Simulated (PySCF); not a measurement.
Vertical excitations of a molecule C₃H₅Br from TDA-PBE/def2-SVPD (PySCF), as energy in eV (oscillator strength): 5.32 (0.000), 5.67 (0.000), 5.92 (0.138), 6.18 (0.003), 6.23 (0.004), 6.95 (0.033), 7.08 (0.002), 7.12 (0.009), 7.23 (0.033), 7.54 (0.146). Lowest triplet (TDA): 4.11 eV. The structure is a stationary point at TPSSh-D3(BJ)/def2-SVP. Other conformers were not sampled.

Question: Which structure fits?
(A) BrC1CC1
(B) C=C(C)Br
(C) C/C=C\Br

Answer: B, C=C(C)Br
